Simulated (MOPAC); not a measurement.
Job for MOPAC: PM6 on C3H8O (a complex), monomers drawn apart or pushed together.

```
PM6 1SCF PRECISE CHARGE=0 THREADS=1
C3H8O

C      0.70193346 1     0.20810356 1     0.02380111 1
C     -0.60631052 1     0.02689425 1    -0.10075928 1
H      1.16581124 1     1.16679141 1    -0.17398941 1
H      1.36149892 1    -0.59620320 1     0.32679066 1
H     -1.06908126 1    -0.93283649 1     0.09546946 1
H     -1.26629227 1     0.82981238 1    -0.40593051 1
C     -0.38628550 1    -0.62502843 1     5.65289402 1
O     -0.51836791 1     0.69545823 1     5.15598131 1
H     -1.16226519 1    -1.29468255 1     5.26309420 1
H     -0.49288688 1    -0.57388941 1     6.73601875 1
H      0.59507822 1    -1.05801601 1     5.42487243 1
H     -0.42605236 1     0.66605601 1     4.19541148 1
```

It printed:

```
*******************************************************************************
 **                                                                           **
 **                              MOPAC v23.2.5                                **
 **                                                                           **
 *******************************************************************************
 ** MOPAC's Digital Object Identifier: https://doi.org/10.5281/zenodo.6511958 **
 **                                                                           **
 ** Please cite the open-source release paper for use of this MOPAC version:  **
 ** J. E. Moussa and J. J. P. Stewart (2026)                                  **
 ** MOPAC: An open-source semiempirical molecular orbital program             **
 ** J. Open Source Softw., 11(119), 8025, https://doi.org/10.21105/joss.08025 **
 *******************************************************************************

                              PM6 CALCULATION RESULTS

 *******************************************************************************
 *  PM6        - The PM6 Hamiltonian to be used
 *
 *
 *
 *                 CHARGE ON SYSTEM = 0
 *
 *
 *
 *  PRECISE    - TIGHTER CRITERIA TO BE USED
 *  1SCF       - DO 1 SCF AND THEN STOP
 *  THREADS=1  - MULTI-THREADING NOT USED
 *  T=         - A TIME OF 172800.0 SECONDS REQUESTED
 *  DUMP=N     - RESTART FILE WRITTEN EVERY 7200.0 SECONDS REQUESTED
 *******************************************************************************
PM6 1SCF PRECISE CHARGE=0 THREADS=1
 C3H8O

   ATOM   CHEMICAL          X               Y               Z
  NUMBER   SYMBOL      (ANGSTROMS)     (ANGSTROMS)     (ANGSTROMS)

     1       C          0.70193346  *   0.20810356  *   0.02380111  *
     2       C         -0.60631052  *   0.02689425  *  -0.10075928  *
     3       H          1.16581124  *   1.16679141  *  -0.17398941  *
     4       H          1.36149892  *  -0.59620320  *   0.32679066  *
     5       H         -1.06908126  *  -0.93283649  *   0.09546946  *
     6       H         -1.26629227  *   0.82981238  *  -0.40593051  *
     7       C         -0.38628550  *  -0.62502843  *   5.65289402  *
     8       O         -0.51836791  *   0.69545823  *   5.15598131  *
     9       H         -1.16226519  *  -1.29468255  *   5.26309420  *
    10       H         -0.49288688  *  -0.57388941  *   6.73601875  *
    11       H          0.59507822  *  -1.05801601  *   5.42487243  *
    12       H         -0.42605236  *   0.66605601  *   4.19541148  *



          CARTESIAN COORDINATES

    NO.       ATOM           X           Y           Z

     1         C          0.7019      0.2081      0.0238
     2         C         -0.6063      0.0269     -0.1008
     3         H          1.1658      1.1668     -0.1740
     4         H          1.3615     -0.5962      0.3268
     5         H         -1.0691     -0.9328      0.0955
     6         H         -1.2663      0.8298     -0.4059
     7         C         -0.3863     -0.6250      5.6529
     8         O         -0.5184      0.6955      5.1560
     9         H         -1.1623     -1.2947      5.2631
    10         H         -0.4929     -0.5739      6.7360
    11         H          0.5951     -1.0580      5.4249
    12         H         -0.4261      0.6661      4.1954

 General Reference for PM6:
 "Optimization of Parameters for Semiempirical Methods V: Modification of NDDO Approximations
 and Application to 70 Elements", J. J. P. Stewart, J. Mol. Mod., 13, 1173-1213 (2007)
 URL: https://link.springer.com/article/10.1007/s00894-007-0233-4

           Empirical Formula: C3 H8 O  =    12 atoms



      MOLECULAR POINT GROUP   :   C1


      RHF CALCULATION, NO. OF DOUBLY OCCUPIED LEVELS = 13


 -------------------------------------------------------------------------------
 PM6 1SCF PRECISE CHARGE=0 THREADS=1
 C3H8O



     1SCF WAS SPECIFIED, SO BFGS WAS NOT USED
     SCF FIELD WAS ACHIEVED


                              PM6 CALCULATION
                                                       MOPAC v23.2.5 Linux




          FINAL HEAT OF FORMATION =        -31.82370 KCAL/MOL =    -133.15035 KJ/MOL


          COSMO AREA              =        137.87 SQUARE ANGSTROMS
          COSMO VOLUME            =        106.71 CUBIC ANGSTROMS

          IONIZATION POTENTIAL    =         10.495049 EV
          HOMO LUMO ENERGIES (EV) =        -10.495  1.024
          NO. OF FILLED LEVELS    =         13
          MOLECULAR WEIGHT        =         60.0956         POINT GROUP:  C1

          MOLECULAR DIMENSIONS (Angstroms)

            Atom       Atom       Distance
            H    10    H     6     7.31956
            H     3    H     9     3.23209
            H     4    O     8     2.98354


          SCF CALCULATIONS        =          1





   ATOM   CHEMICAL          X               Y               Z
  NUMBER   SYMBOL      (ANGSTROMS)     (ANGSTROMS)     (ANGSTROMS)

     1       C          0.70193346  *   0.20810356  *   0.02380111  *
     2       C         -0.60631052  *   0.02689425  *  -0.10075928  *
     3       H          1.16581124  *   1.16679141  *  -0.17398941  *
     4       H          1.36149892  *  -0.59620320  *   0.32679066  *
     5       H         -1.06908126  *  -0.93283649  *   0.09546946  *
     6       H         -1.26629227  *   0.82981238  *  -0.40593051  *
     7       C         -0.38628550  *  -0.62502843  *   5.65289402  *
     8       O         -0.51836791  *   0.69545823  *   5.15598131  *
     9       H         -1.16226519  *  -1.29468255  *   5.26309420  *
    10       H         -0.49288688  *  -0.57388941  *   6.73601875  *
    11       H          0.59507822  *  -1.05801601  *   5.42487243  *
    12       H         -0.42605236  *   0.66605601  *   4.19541148  *

                             CARTESIAN COORDINATES

   1    C        0.701933460     0.208103560     0.023801110
   2    C       -0.606310520     0.026894250    -0.100759280
   3    H        1.165811240     1.166791410    -0.173989410
   4    H        1.361498920    -0.596203200     0.326790660
   5    H       -1.069081260    -0.932836490     0.095469460
   6    H       -1.266292270     0.829812380    -0.405930510
   7    C       -0.386285500    -0.625028430     5.652894020
   8    O       -0.518367910     0.695458230     5.155981310
   9    H       -1.162265190    -1.294682550     5.263094200
  10    H       -0.492886880    -0.573889410     6.736018750
  11    H        0.595078220    -1.058016010     5.424872430
  12    H       -0.426052360     0.666056010     4.195411480


           Empirical Formula: C3 H8 O  =    12 atoms



      MOLECULAR POINT GROUP   :   C1


                  EIGENVALUES
 -30.08948 -27.05671 -24.73988 -20.53562 -18.06346 -16.31779 -15.36129 -15.09457
 -14.39915 -12.42986 -12.25940 -10.81397 -10.49505   1.02405   2.80073   5.08138
   5.23612   5.40982   5.52375   5.69220   6.03114   6.21409   6.30036   6.41166


              NET ATOMIC CHARGES AND DIPOLE CONTRIBUTIONS

  ATOM NO.   TYPE          CHARGE      No. of ELECS.   s-Pop       p-Pop
    1          C          -0.290569        4.2906     1.11974     3.17083
    2          C          -0.290596        4.2906     1.11974     3.17086
    3          H           0.146460        0.8535     0.85354
    4          H           0.144128        0.8559     0.85587
    5          H           0.144125        0.8559     0.85587
    6          H           0.146455        0.8535     0.85355
    7          C          -0.184274        4.1843     1.08296     3.10132
    8          O          -0.513424        6.5134     1.81332     4.70010
    9          H           0.121032        0.8790     0.87897
   10          H           0.153986        0.8460     0.84601
   11          H           0.121033        0.8790     0.87897
   12          H           0.301643        0.6984     0.69836
 DIPOLE           X         Y         Z       TOTAL
 POINT-CHG.     0.307    -1.971    -0.453     2.045
 HYBRID         0.022     0.098    -0.385     0.398
 SUM            0.329    -1.872    -0.838     2.078


          ATOMIC ORBITAL ELECTRON POPULATIONS

     Atom    s        px        py        pz
    1  C   1.11974   1.03792   1.12252   1.01039
    2  C   1.11974   1.03878   1.12186   1.01021
    3  H   0.85354
    4  H   0.85587
    5  H   0.85587
    6  H   0.85355
    7  C   1.08296   1.12919   0.85614   1.11599
    8  O   1.81332   1.96949   1.35682   1.37380
    9  H   0.87897
   10  H   0.84601
   11  H   0.87897
   12  H   0.69836

 **********************
 *                    *
 * JOB ENDED NORMALLY *
 *                    *
 **********************




 == MOPAC DONE ==
```

The run finished.

Cost: about 0.020 core-seconds (a rough figure).
